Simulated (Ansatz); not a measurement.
One change: `[CH3][Sn]([CH3])([F])[F]` becomes `[CH3][Sn]([F])([F])[SH]`.

Ansatz, PBE0-D4/def2-TZVP geometries, multiplicity 1. Each molecule was computed in one conformer, which needn't be the lowest.

Elements past krypton have def2 core potentials.

```
                                          property  `[CH3][Sn]([CH3])([F])[F]`
size of the dipole moment (ωB97M-V/def2-TZVPP) / D                        4.29
                 HOMO energy (PBE/def2-TZVPP) / eV                       -7.38
                 LUMO energy (PBE/def2-TZVPP) / eV                       -1.45
              HOMO–LUMO gap (PBE0/def2-TZVPP) / eV                        8.23
               HOMO–LUMO gap (PBE/def2-TZVPP) / eV                        5.93
               LUMO energy (B3LYP/def2-TZVPP) / eV                       -0.86
```

Task: Give the same properties after the change, and the shifts. (An estimate is asked.)

Result: The calculation gave: 
```csv
property,`[CH3][Sn]([F])([F])[SH]`,shift
size of the dipole moment (ωB97M-V/def2-TZVPP) / D,3.26,-1.03
HOMO energy (PBE/def2-TZVPP) / eV,-6.83,0.55
LUMO energy (PBE/def2-TZVPP) / eV,-2.44,-0.99
HOMO–LUMO gap (PBE0/def2-TZVPP) / eV,6.65,-1.58
HOMO–LUMO gap (PBE/def2-TZVPP) / eV,4.40,-1.53
LUMO energy (B3LYP/def2-TZVPP) / eV,-1.81,-0.95
```

With PBE0 the HOMO rises by 0.58 eV and the LUMO falls by 0.99 eV, so the gap narrows by about 1.57 eV. PBE moves the HOMO by 0.55 eV and ωB97M-V by 0.52 eV. The zero-point energy changes by -70.6 kJ/mol with -6 modes. Dipoles are sizes alone; their direction can turn.

B3LYP here is the variant with VWN-RPA as its local correlation; programs differ in this.
